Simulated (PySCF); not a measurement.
**Cl⁻ (chlorine, charge -1) across methods**

[Ar], closed-shell 1S. Computed with PySCF 2.14 in aug-cc-pVDZ-DK, with the spin-free X2C one-electron Hamiltonian (Gaussian nucleus). The B2PLYP total includes its PT2 part (frozen core); its orbital energies are those of the SCF part.

```json
{"method": "r2SCAN", "E (hartree)": "-461.6613", "mean ε 2p (eV)": "-184.69", "mean ε 3s (eV)": "-12.113", "mean ε 3p (eV)": "0.026", "Σ⟨r²⟩ (bohr²)": "39.09", "⟨S²⟩": "0.000"}
{"method": "PBE0", "E (hartree)": "-461.5425", "mean ε 2p (eV)": "-188.82", "mean ε 3s (eV)": "-13.718", "mean ε 3p (eV)": "-0.976", "Σ⟨r²⟩ (bohr²)": "39.07", "⟨S²⟩": "0.000"}
{"method": "MN15", "E (hartree)": "-461.7551", "mean ε 2p (eV)": "-186.75", "mean ε 3s (eV)": "-14.054", "mean ε 3p (eV)": "-1.741", "Σ⟨r²⟩ (bohr²)": "39.34", "⟨S²⟩": "0.000"}
{"method": "B2PLYP", "E (hartree)": "-461.5517", "mean ε 2p (eV)": "-196.73", "mean ε 3s (eV)": "-16.132", "mean ε 3p (eV)": "-2.123", "Σ⟨r²⟩ (bohr²)": "39.05", "⟨S²⟩": "0.000"}
{"method": "M06", "E (hartree)": "-461.6823", "mean ε 2p (eV)": "-189.68", "mean ε 3s (eV)": "-13.731", "mean ε 3p (eV)": "-0.914", "Σ⟨r²⟩ (bohr²)": "38.93", "⟨S²⟩": "0.000"}
{"method": "M06-L", "E (hartree)": "-461.6783", "mean ε 2p (eV)": "-184.48", "mean ε 3s (eV)": "-12.072", "mean ε 3p (eV)": "0.253", "Σ⟨r²⟩ (bohr²)": "37.98", "⟨S²⟩": "0.000"}
{"method": "UHF", "E (hartree)": "-460.97027", "mean ε 2p (eV)": "-209.49", "mean ε 3s (eV)": "-20.148", "mean ε 3p (eV)": "-4.080", "Σ⟨r²⟩ (bohr²)": "38.42", "⟨S²⟩": "0.000"}
{"method": "LDA", "E (hartree)": "-460.1866", "mean ε 2p (eV)": "-181.74", "mean ε 3s (eV)": "-11.388", "mean ε 3p (eV)": "0.128", "Σ⟨r²⟩ (bohr²)": "40.21", "⟨S²⟩": "0.000"}
```

Question: Estimate the same row for PBE.

Answer: E (hartree) = -461.5086; mean ε 2p (eV) = -181.74; mean ε 3s (eV) = -11.335; mean ε 3p (eV) = 0.270; Σ⟨r²⟩ (bohr²) = 39.96; ⟨S²⟩ = 0.000.

The highest occupied level is positive at r2SCAN, PBE, M06-L, LDA: only the finite basis holds that electron, which in a density functional comes from self-interaction.
